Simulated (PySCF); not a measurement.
# Reading the logs of faulty runs: C2GeH6O

These are calculations, not measurements. The program is PySCF 2.14.0, an open-source quantum chemistry code, run on an isolated molecule that a program drew, which may never have been made. The molecule is C2GeH6O (charge 0, singlet), drawn as the SMILES string `C[CH]=[GeH][OH]`.

Each row is a Hartree-Fock (HF) and frozen-core CCSD(T) single point in the cc-pVDZ basis, meant for a local HF minimum. Run 1 is clean. Each other run has one planted mistake out of seven kinds, and not every kind appears here: one electron removed, one electron added, multiplicity raised by two, geometry at a saddle point, minimal basis STO-3G, one bond length entered in bohr, all coordinates scaled. The reference is restricted for singlets and unrestricted otherwise, and also for a bond in bohr. Adding or removing an electron swaps singlet and doublet. Electrons count all cores. HOMO and LUMO are orbital energies over both spins, the gradient is its largest component, and the lowest frequency (negative if imaginary) is given only where the gradient is small. Bond lengths are over the 9 bonds as drawn. T1 is the CCSD diagnostic: over 0.02 (restricted) or 0.045 (unrestricted) a single reference is doubtful. Germanium has the cc-pVDZ-PP basis, with a core potential (ECP10MDF) in place of its 10 inner electrons, and its 3s, 3p and 3d shells are frozen in CCSD(T).

Geometry of the clean run:
```xyz
10
C2GeH6O, angstrom
C     0.3158    0.3561   -0.9937
C     0.9778    1.4742   -0.2248
Ge    0.8487    1.7391    1.5067
O     1.6368    3.0585    2.3768
H    -0.3585    0.7456   -1.7629
H    -0.2741   -0.2970   -0.3462
H     1.0552   -0.2716   -1.5009
H     1.5844    2.1717   -0.7932
H     0.0889    0.9492    2.5458
H     2.1538    3.6401    1.8375
```

| run | electrons | basis functions | <S^2> | HOMO (eV) | LUMO (eV) | gradient (hartree/bohr) | lowest frequency (cm^-1) | mean bond (Å) | longest bond (Å) | T1 | HF (hartree) | CCSD(T) (hartree) | mistake |
|---|---|---|---|---|---|---|---|---|---|---|---|---|---|
| 1 | 58 | 95 | 0.000 | -7.82 | 2.96 | 1.7e-05 | 154 | 1.3173 | 1.766 | 0.0131 | -447.42285 | -448.05050 | no fault |
| 2 | 58 | 95 | 0.000 | -7.73 | 2.37 | 5.5e-02 | - | 1.4082 | 1.888 | 0.0155 | -447.38008 | -448.02989 | all coordinates scaled |
| 3 | 58 | 95 | 1.161 | -7.32 | 1.11 | 2.2e-02 | - | 1.4919 | 3.337 | 0.0428 | -447.32110 | -447.90954 | one bond length entered in bohr |
| 4 | 59 | 95 | 0.771 | 1.62 | 8.92 | 5.4e-02 | - | 1.3173 | 1.766 | 0.0117 | -447.33876 | -447.96954 | one electron added |
| 5 | 57 | 95 | 0.759 | -16.39 | -5.76 | 9.1e-02 | - | 1.3173 | 1.766 | 0.0197 | -447.18396 | -447.77020 | ? |

**Which mistake was planted in run 5, and what did it cost?**

It counts 57 electrons, one fewer than the clean run, at the same geometry and basis. So the mistake is: one electron removed. Subtracting run 1 and multiplying by 627.51 kcal/mol a hartree, the energy moved by 149.9 kcal/mol in HF and 175.9 kcal/mol in CCSD(T).

Cautions from the logs. Run 4: the HOMO is above zero, so the electron isn't bound and the energy depends on the basis.
